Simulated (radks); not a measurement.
Question: The mean radii <r> (bohr) of the occupied orbitals of an atom or ion are listed with their occupations. Calculated with a radial shooting solver on a logarithmic mesh with Libxc functionals: scalar-relativistic Kohn-Sham, LDA (Slater exchange, Perdew-Wang correlation), spin-unpolarised, spherical densities, point nucleus.

orbital  occ.      <r>
1s          2  0.03520
2s          2   0.1539
2p          6   0.1340
3s          2   0.4296
3p          6   0.4311
3d         10   0.4152
4s          2    1.088
4p          6    1.197
4d          2    1.553
5p          1    3.005

Name the element and its charge.

Answer: Z = 42, molybdenum, charge +3: Mo3+ in [Kr] 4d2 5p1. The 1s radius gives Z: for a bare nucleus <r> = (2 gamma + 1)/(2Z) with gamma = sqrt(1 - (Z/c)^2), 0.03457 bohr for Z = 42, and screening makes it slightly larger (0.03520 here). The occupations add up to 39, and the charge is Z minus that.
